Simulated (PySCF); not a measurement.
# NMR problem set

[PySCF 2.14.0 with density-fitted response routines: GFN2-xTB structure; PBE0/pcSseg-1 with gauge-including orbitals; in vacuum; rapidly exchanging positions averaged; relativity neglected; single conformer]

Chemical shifts δ = σref − σ; TMS for $^{1}$H (σref 31.72), $^{13}$C (σref 186.93), all at this level. Splittings of carbon signals by F and P are missing where no couplings were computed. Where no couplings were computed, multiplicities follow the n + 1 count of equivalent neighbours, and m marks all less simple cases (inequivalent or close neighbours, rings, F or P nearby). Shifts are as computed. Against solution values, carbons near 30 ppm lie about +3 ppm off and those near 130 ppm about +5 ppm. Of 1211 compounds with measured shifts, 218 miss one by over three times the rms of a fit or turn the order of signals round; such compounds aren't used in these exercises.

Question: C5H11F. $^{1}$H NMR (600 MHz, computed): δ 4.37 (m, 2H), 0.97 (s, 9H). $^{13}$C{$^{1}$H} NMR (computed): δ 95.4 (CH2), 35.1 (C), 26.9 (CH3). Identify the compound.

Answer: (CH3)3CCH2F. Rings plus π bonds: 0. 3 carbon signals for 5 carbons: some carbons are equivalent by symmetry or fast rotation. Carbon types of the structure: 1 × C, 1 × CH2, 3 × CH3, which accounts for all hydrogens. δC 95.4: sp3 CH2 bonded to F; pulled downfield by the heteroatom. δC 26.9: methyl carbon; aliphatic region, no heteroatom directly attached. δH 4.37: hydrogen on an sp3 CH2 bonded to F; its carbon carries F, an electronegative neighbour. δH 0.97: hydrogen on a methyl carbon; far from electronegative atoms and π systems.

The shifts were computed for this structure.

Question: C5H9O2P. $^{1}$H NMR (400 MHz, computed): δ 7.05 (m, 1H), 5.92 (m, 1H), 5.51 (m, 1H), 3.93 (s, 3H), 1.47 (m, 3H). $^{13}$C{$^{1}$H} NMR (computed): δ 187.2 (C), 148.7 (CH), 125.7 (CH2), 53.7 (CH3), 10.0 (CH3). What is it?

Answer: `COC(P(C=C)C)=O`. 5 carbon signals for 5 carbons: no two carbons are equivalent. Carbon types of the structure: 1 × C, 1 × CH, 1 × CH2, 2 × CH3, which accounts for all hydrogens. δC 187.2: carbonyl carbon. δC 148.7: alkene CH; as expected for a trigonal carbon in a double bond. δC 125.7: terminal =CH2 carbon; as expected for a trigonal carbon in a double bond. δH 5.92, 5.51: hydrogen on a terminal =CH2 carbon; a vinylic proton, deshielded by the sp2 carbon and the C=C anisotropy.

This is the structure that produced the data.
